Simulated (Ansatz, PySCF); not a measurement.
Gas-phase reaction (SMILES): CO[Si](Cl)(Cl)Cl + O (H2O) → O[Si](Cl)(Cl)Cl [trichloro(hydroxy)silane] + CO (CH4O); water cleaves one Si-O bond, a model of a ligand-exchange step.

Each molecule is optimised on its own at B3LYP-D3(BJ)/def2-TZVP (Ansatz, a program for electronic structure), one conformer each, not searched for the lowest. Correlated levels leave the core frozen unless marked. Spin-orbit coupling is left out. Non-relativistic. Basis-set limits of correlation are two-point, X^-3; Hartree-Fock from the larger set. Thermal terms are rigid-rotor harmonic-oscillator values from B3LYP-D3(BJ) frequencies (Ansatz or PySCF) at 298.15 K and 1 atm. 1 Eh = 627.5095 kcal/mol.

```
species           E, CCSD(T)/CBS(cc-pV(T+d)Z,cc-pV(Q+d)Z) (Ansatz) (Eh)  E, B3LYP-D3(BJ)/def2-TZVPD (Ansatz + dftd3) (Eh)  H - E (Eh)
----------------  -----------------------------------------------------  ------------------------------------------------  ----------
CO[Si](Cl)(Cl)Cl                                            -1783.63102                                       -1785.61384     0.05762
O (H2O)                                                       -76.37426                                         -76.46738     0.02495
O[Si](Cl)(Cl)Cl                                             -1744.39215                                       -1746.29605     0.02725
CO (CH4O)                                                    -115.60979                                        -115.78119     0.05533
```

Q: Work out ΔE and ΔH at 298.15 K at the first level, then ΔH at the second.

A: 
1. ΔE = [(-1744.39215) + (-115.60979)] - [(-1783.63102) + (-76.37426)] = 0.00334 Eh = 2.1 kcal/mol at CCSD(T)/CBS(cc-pV(T+d)Z,cc-pV(Q+d)Z).
2. The terms H - E add up to 0.00001 Eh, so ΔH = (0.00334 + (0.00001))×627.5095 = 2.1 kcal/mol.
3. At B3LYP-D3(BJ)/def2-TZVPD the same steps give ΔE = 2.5 and ΔH = 2.5 kcal/mol, a shift of +0.4 from the first level.
4. These values are not checked against measurement here, since the tables used lack a sound gas-phase enthalpy of formation for at least one species.
